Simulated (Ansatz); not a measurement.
Ge₃⁻: single points at one geometry.

```yaml
crystal:
  periodic: [false, false, false]
  atoms:
    - {symbol: Ge, position_ang: [0.080148, -0.299440, 1.496310]}
    - {symbol: Ge, position_ang: [0.398882, -0.986928, -0.824216]}
    - {symbol: Ge, position_ang: [-0.479029, 1.286367, -0.672104]}
basis:
  gaussian: {orbitals: 6-31G}
total_charge: -1
magnetization: {spin_polarized: true, initial_magnetization: 3}
hamiltonian: {xc: {name: B3LYP}, dispersion: d4}
scf: {omitted_lower_state_checks: [starts]}
output: {orbitals: {seedname: orbitals}}
```

The file start.molden holds the orbitals of an earlier run on this structure, at another level or in another basis.

```sh
$ ansatz run in.yaml --threads 4 --pin off --events-out ev --progress --plain --max-ram 3916MiB
```

It prints (some lines left out):

```
Functional definition: B3LYP
757 factors; integrals over basis functions are off by at most 4.8e-4 eV
mean field evaluation 1: about -169528.8966 eV, gradient 1.2e1 eV
mean field evaluation 2: about -169528.4245 eV, gradient 1.4e1 eV
mean field evaluation 4: about -169529.2713 eV, gradient 5.5e-1 eV
mean field evaluation 8: about -169529.2867 eV, gradient 1.3e-1 eV
mean field evaluation 16: about -169529.2869 eV, gradient 1.4e-4 eV
mean field -169529.28691040 eV, -6230.0863828793 hartree, gradient 1.9e-5 eV, S^2 3.798443; 0 other end points of the search recorded, 0 dependent functions left out
reference -169529.28709229 eV, -6230.0863895638 hartree; 50, 47 occupied and 37, 40 virtual orbitals, 757 factors
Total energy: -169529.52675166 eV, -6230.0951968832 hartree
Checks for a lower state left out: starts
```

Hardware: 4 threads of Arm Neoverse V1 on a shared host. Wall time 2.3 s.

As the first input, with `gaussian: {orbitals: def2-TZVPD, initial_orbitals: start.molden}`, `hamiltonian: {xc: hf}` (abridged; 5.5 s):

```
Functional definition: HF
mean field evaluation 16: about -169420.7609 eV, gradient 8.8e-6 eV
mean field -169420.76091509 eV, -6226.0981261134 hartree, gradient 8.7e-6 eV, S^2 4.250934
Total energy: -169420.76091509 eV, -6226.0981261134 hartree
Checks for a lower state left out: starts
```

First input, but with `gaussian: {orbitals: def2-TZVPD, initial_orbitals: start.molden}`, `hamiltonian: {xc: pbe}`, `correlation: {method: rpa}` and without the key `output` (abridged; 4.6 s):

```
Functional definition: PBE
mean field -169529.34062034 eV, -6230.0883566833 hartree, gradient 3.2e-6 eV, S^2 3.779073
27 core orbitals not correlated: weight in the atoms' cores, before any rotation towards them, 1.000 or more for the frozen orbitals, at most 0.000 for the correlated occupied ones
Total energy: -169446.96495007 eV, -6227.0611066370 hartree
Checks for a lower state left out: starts
```

The first input with `gaussian: {orbitals: def2-TZVPD, initial_orbitals: start.molden}`, `hamiltonian: {xc: lda}` (abridged; 1.8 s):

```
Functional definition: SPW92
mean field -169297.44473239 eV, -6221.5663399856 hartree, gradient 7.6e-6 eV, S^2 3.760821
Total energy: -169297.44476232 eV, -6221.5663410857 hartree
Checks for a lower state left out: starts
```

The first input with `hamiltonian: {xc: hf}` (abridged; 2.9 s):

```
Functional definition: HF
mean field evaluation 16: about -169392.8114 eV, gradient 6.4e-2 eV
mean field evaluation 32: about -169392.8122 eV, gradient 1.4e-4 eV
mean field -169392.87029777 eV, -6225.0731648318 hartree, gradient 2.0e-5 eV, S^2 4.250909; 1 other end points of the search recorded, 0 dependent functions left out
Total energy: -169392.87029777 eV, -6225.0731648318 hartree
Checks for a lower state left out: starts
```

The first input with `gaussian: {orbitals: def2-TZVPD, initial_orbitals: start.molden}`, `hamiltonian: {xc: pbe0, dispersion: d4}` (abridged; 9 s):

```
Functional definition: PBE0
mean field -169533.30923115 eV, -6230.2342004404 hartree, gradient 1.3e-5 eV, S^2 3.837107
Total energy: -169533.42914235 eV, -6230.2386070957 hartree
Checks for a lower state left out: starts
```

As the first input, with `gaussian: {orbitals: def2-TZVPD, initial_orbitals: start.molden}`, `hamiltonian: {xc: pbe, dispersion: d4}` (abridged; 3.1 s):

```
Functional definition: PBE
mean field -169529.34063496 eV, -6230.0883572206 hartree, gradient 1.2e-5 eV, S^2 3.779074
Total energy: -169529.48259348 eV, -6230.0935740999 hartree
Checks for a lower state left out: starts
```

Geometry: B3LYP-D4/def2-TZVPD.

The 6-31G sets use Cartesian d functions. B3LYP takes the VWN-RPA correlation. Correlated methods freeze 27 core orbitals; core or outer-core shells of Ge are correlated, in sets that lack core-valence functions. At B3LYP-D4/6-31G, LDA (SPW92)/def2-TZVPD, PBE0-D4/def2-TZVPD, PBE-D4/def2-TZVPD the highest occupied level of the charge -1 quartet lies above zero (up to 1.37 eV). It is a level of α spin, whose loss leaves a triplet; that state wasn't run at this geometry and level. The electron is either unbound and held by the finite basis, or the level is raised by self-interaction error. At HF/def2-TZVPD, HF/6-31G the charge -1 quartet is spin-contaminated (final ⟨S²⟩ up to 4.25, 3.75 for a pure state). At PBE0-D4/def2-TZVPD a doublet of charge -1 lies 1.34 eV below the quartet, each at its own geometry. The structure comes from a short search, and lower isomers may exist.
